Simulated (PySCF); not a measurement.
C₅H₅Cl, SMILES ClC1=CCC=C1. The structure is a stationary point at PBE-D3(BJ)/def2-SVP. One conformer was computed; it need not be the lowest.

Question: Give the equilibrium geometry at PBE-D3(BJ)/def2-SVP (PySCF confirms it by a frequency run) as Cartesian coordinates in Å, and its point group. (An estimate is asked for; the answer gives what the named calculation found.)

Answer: This is not unique; one that fits is point group Cs.
```xyz
11

Cl    -0.0020     2.0337     0.0000
C     -0.0414     0.3017     0.0000
C     -1.1519    -0.4887     0.0000
C     -0.6879    -1.9176     0.0000
C      0.8140    -1.8246     0.0000
C      1.1801    -0.5145     0.0000
H     -2.1961    -0.1554     0.0000
H     -1.0648    -2.4807     0.8856
H     -1.0648    -2.4807    -0.8856
H      1.4856    -2.6935     0.0000
H      2.1962    -0.0989     0.0000
```
Charge 0, spin multiplicity 1.
